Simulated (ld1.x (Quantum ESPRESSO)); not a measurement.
## Mg (Z = 12): one change to a TM potential, before and after

- Element: Mg (Z = 12)
- Generator: ld1.x (Quantum ESPRESSO) 7.5
- Type: norm-conserving Troullier–Martins (Kleinman–Bylander form)
- Functional: PBE
- Relativity: non-relativistic
- Frozen core: [Ne]
- Valence charge: 2
- Reference configuration: 3s2 3p0
- Partial waves: 3p (bound, empty): rc 3.25 bohr; 3d channel at 0.2 Ry: rc 3.35 bohr; 3s (bound): rc 2.20 bohr
- Local potential: the s channel
- Core correction: none

Change: local potential all-electron potential smoothed inside 3.30 bohr (lloc = -1).

Cutoffs: the cutoffs (Ry, on a coarse ladder) from which the occupation-weighted sum of valence levels, in a spherical-Bessel basis at the reference potential, stays within 10 and 1 mRy of its value at 400 Ry; they do not see the model core or the augmentation charge, which bear on the density cutoff. Errors are all-electron minus pseudo energies relative to the spin-unpolarised reference configuration.

Task: How do hardness, ghosts and transferability respond?

Result: The potential gets neither clearly harder nor softer (6 Ry and 18 Ry → 6 Ry and 18 Ry); of the 5 tests that both files solve, the error grows in 0 and shrinks in 1 by more than 15 % and 0.3 meV (median size 13.1 → 12.0 meV); the range in which the p phases agree widens (upper end 0.5 → 1.5); neither file shows a bound ghost.

| quantity | base | changed |
| --- | --- | --- |
| cutoff, loose | 6 Ry | 6 Ry |
| cutoff, tight | 18 Ry | 18 Ry |
| bound ghosts | none | none |
| error for 3s1 3p0, meV [ΔE 7.95 eV] | +9.4 | +9.1 |
| error for 3s1.5 3p0, meV [ΔE 3.14 eV] | +0.6 | +0.5 |
| error for 3s1 3p1, meV [ΔE 3.48 eV] | +13 | +12 |
| error for 3s0 3p1, meV [ΔE 12.29 eV] | +139 | +110 |
| error for 3s0 3p2, meV [ΔE 7.15 eV] | +76 | +69 |
| s: phases at 3.66 bohr within 0.05 rad from the reference energy up to (Ry; the scan ends near 5) | 1.2 | 1.2 |
| p: phases at 3.66 bohr within 0.05 rad from the reference energy up to (Ry; the scan ends near 5) | 0.5 | 1.5 |
| d: phases at 3.66 bohr within 0.05 rad from the reference energy up to (Ry; the scan ends near 5) | 2.1 | 2.1 |
